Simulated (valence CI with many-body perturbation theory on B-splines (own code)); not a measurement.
## E1 transitions of Cs⁴⁸⁺

Method: configuration interaction combined with many-body perturbation theory (CI+MBPT): five valence electrons over a frozen Dirac-Fock core [He], a basis of 9 s, 9 p, 8 d, 6 f, 3 g, 1 h functions for each j, with the one-electron correlation potential Σ1, the two-electron term Σ2, the three-electron term Σ3, Breit, model QED; selected CI, second order for the rest (own B-spline code, finite nucleus).

No measured spectrum was set against this ion. As an estimate, large intervals hold to a few tenths of a per cent, small ones and those within an open d or f shell to about a per cent. Among the levels kept, up to 1200 cm⁻¹ of a level comes from second order outside the variational space, and about a tenth of that is noise between levels of different J, which matters for small intervals.

Lines 201 to 250 of 263 in falling wavelength, among levels below 45227 × 10³ cm⁻¹, chosen from the strongest by gf and those to the six lowest levels. Wavelengths and rates use the calculated energies. Electric multipoles are in the length gauge, E1 and E2 with the static RPA response of the core. Weak lines are less certain than strong ones. Lines between different terms over intervals too small for the method are left out, as are lines whose strength nearly cancels. The highest levels of a list are the least certain.

Levels are named by their leading jj configuration (3d3/2^4 stands for four electrons in 3d with j = 3/2), which in mixed levels can hold well under half, so a name can repeat and another be missing. Letters in brackets count levels of one name in rising energy.

```csv
λ vac (Å),Upper,Lower,A (s⁻¹),S (a.u.)
2.459,(2s 2p1/2^2 2p3/2 3p1/2) J=3/2 [b],(2s^2 2p1/2 2p3/2^2) J=1/2,2.31e+12,6.79e-05
2.458,(2s^2 2p1/2 2p3/2 3d3/2) J=5/2 [b],(2s^2 2p1/2 2p3/2^2) J=3/2,2.82e+13,1.24e-03
2.458,(2s^2 2p1/2^2 3d5/2) J=5/2,(2s^2 2p1/2^2 2p3/2) J=3/2,3.89e+14,1.71e-02
2.458,(2s^2 2p1/2 2p3/2 3d3/2) J=3/2 [b],(2s^2 2p1/2 2p3/2^2) J=3/2,2.06e+13,6.05e-04
2.455,(2s^2 2p1/2 2p3/2 3d3/2) J=1/2 [b],(2s^2 2p1/2 2p3/2^2) J=3/2,4.00e+13,5.85e-04
2.455,(2s^2 2p1/2 2p3/2 3d5/2) J=5/2 [b],(2s^2 2p1/2 2p3/2^2) J=5/2,2.19e+14,9.61e-03
2.452,(2s^2 2p1/2 2p3/2 3d5/2) J=3/2 [a],(2s^2 2p1/2 2p3/2^2) J=3/2,2.55e+14,7.43e-03
2.452,(2s^2 2p1/2 2p3/2 3d5/2) J=7/2 [b],(2s^2 2p1/2 2p3/2^2) J=5/2,6.44e+14,3.75e-02
2.451,(2s^2 2p1/2 2p3/2 3d5/2) J=5/2 [a],(2s^2 2p1/2 2p3/2^2) J=3/2,2.63e+14,1.15e-02
2.451,(2s^2 2p1/2 2p3/2 3d5/2) J=3/2 [b],(2s^2 2p1/2 2p3/2^2) J=5/2,4.68e+13,1.36e-03
2.445,(2s^2 2p1/2 2p3/2 3d5/2) J=5/2 [b],(2s^2 2p1/2 2p3/2^2) J=3/2,3.93e+14,1.70e-02
2.443,(2s 2p1/2^2 2p3/2 3p1/2) J=3/2 [b],(2s^2 2p1/2 2p3/2^2) J=5/2,9.08e+11,2.61e-05
2.441,(2s^2 2p1/2 2p3/2 3d5/2) J=3/2 [b],(2s^2 2p1/2 2p3/2^2) J=3/2,9.41e+12,2.70e-04
2.439,(2s^2 2p1/2 2p3/2 3d5/2) J=1/2,(2s^2 2p1/2 2p3/2^2) J=3/2,3.26e+13,4.66e-04
2.436,(2s 2p1/2^2 2p3/2 3p3/2) J=3/2 [a],(2s^2 2p1/2 2p3/2^2) J=1/2,4.34e+11,1.24e-05
2.434,(2s 2p1/2^2 2p3/2 3p1/2) J=1/2,(2s^2 2p1/2 2p3/2^2) J=3/2,5.16e+12,7.34e-05
2.434,(2s 2p1/2^2 2p3/2 3p1/2) J=3/2 [b],(2s^2 2p1/2 2p3/2^2) J=3/2,3.76e+12,1.07e-04
2.428,(2s 2p1/2^2 2p3/2 3p3/2) J=1/2 [a],(2s^2 2p1/2 2p3/2^2) J=1/2,1.09e+11,1.54e-06
2.428,(2s^2 2p3/2^2 3s) J=3/2,(2s^2 2p1/2 2p3/2^2) J=1/2,5.45e+11,1.54e-05
2.424,(2s^2 2p1/2 2p3/2 3s) J=3/2 [a],(2s^2 2p1/2^2 2p3/2) J=3/2,9.34e+12,2.63e-04
2.424,(2s 2p1/2^2 2p3/2 3p3/2) J=7/2,(2s^2 2p1/2 2p3/2^2) J=5/2,1.64e+12,9.20e-05
2.421,(2s^2 2p1/2 2p3/2 3s) J=1/2,(2s^2 2p1/2^2 2p3/2) J=3/2,1.32e+13,1.85e-04
2.421,(2s 2p1/2^2 2p3/2 3p3/2) J=3/2 [a],(2s^2 2p1/2 2p3/2^2) J=5/2,7.10e+11,1.99e-05
2.416,(2s^2 2p1/2 2p3/2 3s) J=5/2,(2s^2 2p1/2^2 2p3/2) J=3/2,8.91e+12,3.72e-04
2.416,(2s^2 2p3/2^2 3s) J=5/2,(2s^2 2p1/2 2p3/2^2) J=5/2,4.82e+12,2.01e-04
2.414,(2s^2 2p1/2 2p3/2 3s) J=3/2 [b],(2s^2 2p1/2^2 2p3/2) J=3/2,8.23e+12,2.29e-04
2.412,(2s^2 2p3/2^2 3s) J=3/2,(2s^2 2p1/2 2p3/2^2) J=5/2,1.22e+13,3.39e-04
2.411,(2s 2p1/2^2 2p3/2 3p3/2) J=3/2 [a],(2s^2 2p1/2 2p3/2^2) J=3/2,3.28e+12,9.08e-05
2.410,(2s^2 2p3/2^2 3s) J=1/2,(2s^2 2p1/2 2p3/2^2) J=1/2,1.21e+13,1.67e-04
2.406,(2s^2 2p3/2^2 3s) J=5/2,(2s^2 2p1/2 2p3/2^2) J=3/2,4.27e+12,1.76e-04
2.405,(2s 2p1/2^2 2p3/2 3p3/2) J=5/2 [a],(2s^2 2p1/2 2p3/2^2) J=3/2,1.07e+12,4.41e-05
2.403,(2s 2p1/2^2 2p3/2 3p3/2) J=1/2 [a],(2s^2 2p1/2 2p3/2^2) J=3/2,4.85e+11,6.64e-06
2.403,(2s^2 2p3/2^2 3s) J=3/2,(2s^2 2p1/2 2p3/2^2) J=3/2,1.42e+12,3.89e-05
2.402,(2s 2p1/2^2 2p3/2 3p3/2) J=3/2 [b],(2s^2 2p1/2 2p3/2^2) J=1/2,1.15e+12,3.15e-05
2.400,(2s 2p1/2^2 2p3/2 3p3/2) J=1/2 [b],(2s^2 2p1/2 2p3/2^2) J=1/2,1.61e+12,2.20e-05
2.387,(2s 2p1/2^2 2p3/2 3p3/2) J=3/2 [b],(2s^2 2p1/2 2p3/2^2) J=5/2,1.75e+10,4.71e-07
2.386,(2s^2 2p3/2^2 3s) J=1/2,(2s^2 2p1/2 2p3/2^2) J=3/2,4.79e+11,6.42e-06
2.383,(2s 2p1/2^2 2p3/2 3p3/2) J=5/2 [b],(2s^2 2p1/2 2p3/2^2) J=3/2,2.96e+12,1.19e-04
2.378,(2s 2p1/2^2 2p3/2 3p3/2) J=3/2 [b],(2s^2 2p1/2 2p3/2^2) J=3/2,1.12e+12,2.98e-05
2.376,(2s 2p1/2^2 2p3/2 3p3/2) J=1/2 [b],(2s^2 2p1/2 2p3/2^2) J=3/2,1.33e+12,1.76e-05
2.311,(2s^2 2p1/2 2p3/2 3d3/2) J=3/2 [a],(2s^2 2p1/2^2 2p3/2) J=3/2,1.05e+14,2.56e-03
2.310,(2s^2 2p1/2 2p3/2 3d3/2) J=5/2 [a],(2s^2 2p1/2^2 2p3/2) J=3/2,7.33e+13,2.68e-03
2.309,(2s^2 2p1/2 2p3/2 3d3/2) J=1/2 [a],(2s^2 2p1/2^2 2p3/2) J=3/2,1.23e+13,1.50e-04
2.305,(2s 2p1/2^2 2p3/2 3p1/2) J=5/2,(2s^2 2p1/2^2 2p3/2) J=3/2,3.48e+14,1.26e-02
2.305,(2s 2p1/2^2 2p3/2 3p1/2) J=3/2 [a],(2s^2 2p1/2^2 2p3/2) J=3/2,1.15e+14,2.78e-03
2.298,(2s^2 2p1/2 2p3/2 3d3/2) J=5/2 [b],(2s^2 2p1/2^2 2p3/2) J=3/2,1.42e+14,5.11e-03
2.298,(2s^2 2p1/2 2p3/2 3d3/2) J=3/2 [b],(2s^2 2p1/2^2 2p3/2) J=3/2,2.98e+14,7.15e-03
2.296,(2s^2 2p1/2 2p3/2 3d3/2) J=1/2 [b],(2s^2 2p1/2^2 2p3/2) J=3/2,5.80e+14,6.93e-03
2.293,(2s^2 2p1/2 2p3/2 3d5/2) J=3/2 [a],(2s^2 2p1/2^2 2p3/2) J=3/2,8.27e+13,1.97e-03
2.292,(2s^2 2p1/2 2p3/2 3d5/2) J=5/2 [a],(2s^2 2p1/2^2 2p3/2) J=3/2,5.12e+13,1.82e-03
```
